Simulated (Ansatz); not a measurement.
Ansatz (a quantum-chemistry and plane-wave program) input (RPA@PBE/def2-QZVPP):
A basis named .json is the Basis Set Exchange file of that set.

Ansatz 0.2 input:
```yaml
crystal:
  periodic: [false, false, false]
  atoms:
    - {symbol: Ce, position_ang: [-0.05067327, 0.07053560, 0.17118732]}
    - {symbol: F, position_ang: [-1.55045243, -1.27263700, -0.39696616]}
    - {symbol: F, position_ang: [0.08195397, 1.69722634, -1.13745157]}
    - {symbol: F, position_ang: [1.79505956, -0.87915210, 0.43121057]}
basis:
  gaussian:
    orbitals: def2-QZVPP.json
hamiltonian:
  xc: pbe
magnetization: {spin_polarized: true, initial_magnetization: 1}
correlation: {method: rpa, electrons: outside_noble_gas}
```

End of the output:

```
mean field evaluation 2: about -21070.5584 eV, gradient 5.9e1 eV
mean field evaluation 4: about -20969.2816 eV, gradient 2.0e2 eV
mean field evaluation 8: about -21080.7296 eV, gradient 2.5e0 eV
mean field evaluation 16: about -21080.7455 eV, gradient 7.6e-3 eV
mean field evaluation 32: about -21080.7455 eV, gradient 5.9e-6 eV
mean field evaluation 64: about -21080.7286 eV, gradient 4.9e-2 eV
mean field evaluation 96: about -21080.7138 eV, gradient 1.8e-1 eV
mean field evaluation 128: about -21080.7324 eV, gradient 2.4e0 eV
mean field evaluation 160: about -21080.7280 eV, gradient 8.4e-1 eV
mean field evaluation 192: about -21080.3377 eV, gradient 9.1e0 eV
mean field evaluation 224: about -21080.7383 eV, gradient 2.9e-1 eV
mean field -21080.74553663 eV, -774.7031094286 hartree, gradient 5.8e-8 eV, S^2 0.751336; 6 other end points of the search recorded, 0 dependent functions left out
16 core orbitals not correlated, not the lowest: weight in the atoms' cores, before any rotation towards them, 0.822 or more for the frozen orbitals, at most 0.157 for the correlated occupied ones
reference -21012.84532187 eV, -772.2078225608 hartree; 13, 12 occupied and 283, 284 virtual orbitals, 1986 factors
Total energy: -21051.88732871 eV, -773.6425898483 hartree
```

The spin state was set by rule; other spins were not relaxed.
